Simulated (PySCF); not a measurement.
## A search over the determinants of SbI

Unrestricted PBE0; Sb cc-pVTZ-PP with ECP28, I cc-pVTZ-PP with ECP28; scalar-relativistic core potentials (PySCF 2.14). Outer shells of the fragments: Sb 4d10 5s2 5p3; I 4d10 5s2 5p5.

Followed along the bond (rough minima from three points):

```tsv
2Ms+1	unpaired	⟨S²⟩ at the start	R at minimum (Å)	Te (eV)
3	π ↑↑	2.01	2.70	0.00
1	π ↑↓	1.01	2.69	0.28
1	none	0.00	2.68	1.12
5	σ ↑, π ↑↑↑	6.00	none in the scan	≤ 3.43
```

Solutions found at the starting distance of 2.675 Å, counted from the lowest of them; the search is not exhaustive and high or unbound solutions are not listed, so other states can lie among these:

| 2Ms+1 | unpaired | term | E (eV) | ⟨S²⟩ | ⟨Lz²⟩ | μ (D) |
| --- | --- | --- | --- | --- | --- | --- |
| 3 | π ↑↑ | ³Σ⁻ | 0.00 | 2.01 | 0.00 | -1.40 |
| 1 | π ↑↓ | mixed | 0.28 | 1.01 | 2.02 | -1.29 |
| 1 | none | mixed | 1.12 | 0.00 | 2.01 | -0.94 |
| 3 | σ ↑, π ↑ | ³Π | 2.61 | 2.02 | 1.01 | -1.48 |
| 1 | σ ↓, π ↑ | mixed | 2.84 | 1.01 | 1.02 | -1.40 |
| 3 | π ↑↑ | mixed | 3.78 | 2.01 | 2.02 | 3.57 |
| 3 | σ ↑, π ↑ | ³Π | 4.06 | 2.01 | 1.01 | 1.38 |
| 1 | σ ↓, π ↑ | mixed | 4.27 | 1.01 | 1.01 | 1.53 |
| 5 | σ ↑, π ↑↑↑ | ⁵Π | 4.33 | 6.00 | 1.01 | 2.53 |
| 5 | σ ↑↑, π ↑↑ | ⁵Σ⁻ | 4.44 | 6.00 | 0.00 | 0.30 |

A term symbol is given only where ⟨S²⟩ and ⟨Lz²⟩ are close to those of a pure state; real π, δ and φ orbitals otherwise mix terms. A positive dipole means Sb(−)I(+).

Spin–orbit coupling is left out. Counting both spins, an empty level lies below a filled one in some of these solutions, because spin and occupation are held.
